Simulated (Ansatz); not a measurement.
```yaml
crystal:
  periodic: [false, false, false]
  atoms:
    - {symbol: C, position_ang: [-1.456469, 0.348788, -0.696493]}
    - {symbol: C, position_ang: [-0.365972, 0.901949, -0.174461]}
    - {symbol: Si, position_ang: [0.902550, -0.039807, 0.788410]}
    - {symbol: S, position_ang: [0.680177, -2.143369, 0.591824]}
    - {symbol: Cl, position_ang: [2.750618, 0.602087, 0.143007]}
    - {symbol: H, position_ang: [-1.663060, -0.712234, -0.589655]}
    - {symbol: H, position_ang: [-2.188192, 0.932327, -1.247757]}
    - {symbol: H, position_ang: [-0.201422, 1.970043, -0.308475]}
    - {symbol: H, position_ang: [0.838160, 0.213165, 2.245256]}
    - {symbol: H, position_ang: [0.786710, -2.124148, -0.748653]}
basis:
  gaussian: {orbitals: ANO-RCC-VTZP}
hamiltonian: {xc: {name: BHLYP}}
accuracy: high
```

```sh
$ ansatz run in.yaml --threads 4 --pin off --events-out ev --progress --plain --max-ram 10444MiB
```

Shortened log:

```
Functional definition: BHLYP
4333 factors; integrals over basis functions are off by at most 3.9e-9 eV
mean field evaluation 1: about -33475.3280 eV, gradient 4.0e1 eV
mean field evaluation 2: about -33476.4721 eV, gradient 3.3e1 eV
mean field evaluation 4: about -33479.1731 eV, gradient 1.2e0 eV
mean field evaluation 8: about -33479.5963 eV, gradient 3.3e-1 eV
mean field evaluation 16: about -33479.5966 eV, gradient 1.0e-4 eV
mean field -33479.59664853 eV, -1230.3524835480 hartree, gradient 9.3e-8 eV, S^2 0.000000; 0 other end points of the search recorded, 0 dependent functions left out
reference -33479.59668199 eV, -1230.3524847774 hartree; 32, 32 occupied and 200, 200 virtual orbitals, 4333 factors
Total energy: -33479.59668199 eV, -1230.3524847774 hartree
Relativity: scalar
```

Run time 35 s (4 threads of an AMD EPYC 9R45 on a shared host); peak host memory 1.9 GiB.
